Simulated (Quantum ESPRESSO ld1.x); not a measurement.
Se+, configuration [Ar] 3d8 4s2 4p5 (not the ground configuration). All-electron calculation, Dirac Kohn-Sham, revPBE, spin-unpolarised, spherical densities, point nucleus; open shells are shared between the two j in proportion to 2j + 1. Program: ld1.x of Quantum ESPRESSO 7.5.

Radial electron density D(r) = 4 pi r^2 rho(r):

```
   r/bohr * D(r) (the largest magnitude, 49.7, reaches the edge; | marks zero)
 0.002867 |  *
 0.003285 |   *
 0.003734 |    *
 0.004278 |     *
 0.004862 |      *
  0.00557 |        *
 0.006331 |          *
 0.007253 |            *
 0.008309 |               *
 0.009444 |                  *
  0.01082 |                      *
   0.0123 |                          *
  0.01409 |                              *
  0.01614 |                                  *
  0.01835 |                                      *
  0.02102 |                                         *
  0.02389 |                                            *
  0.02737 |                                             *
  0.03136 |                                              *
  0.03564 |                                             *
  0.04083 |                                           *
   0.0464 |                                         *
  0.05316 |                                       *
  0.06042 |                                     *
  0.06923 |                                      *
  0.07931 |                                        *
  0.09014 |                                           *
   0.1033 |                                                *
   0.1174 |                                                    *
   0.1345 |                                                      *
   0.1541 |                                                     *
   0.1751 |                                                *
   0.2006 |                                         *
    0.228 |                                  *
   0.2612 |                             *
   0.2969 |                           *
   0.3402 |                             *
   0.3897 |                                *
   0.4429 |                                  *
   0.5074 |                                 *
   0.5767 |                             *
   0.6608 |                       *
    0.757 |                *
   0.8604 |           *
   0.9857 |       *
     1.12 |      *
    1.284 |     *
    1.471 |     *
    1.671 |    *
    1.915 |   *
    2.176 |  *
    2.493 | *
    2.834 |*
    3.247 |*
     3.72 *
    4.228 *
    4.844 *
    5.505 *
    6.307 *
```

D(r) has 3 maxima, at r = 0.0309, 0.138, 0.461 bohr, and minima at 0.0644, 0.297 bohr, inside which lie 2.08, 10.93 electrons.
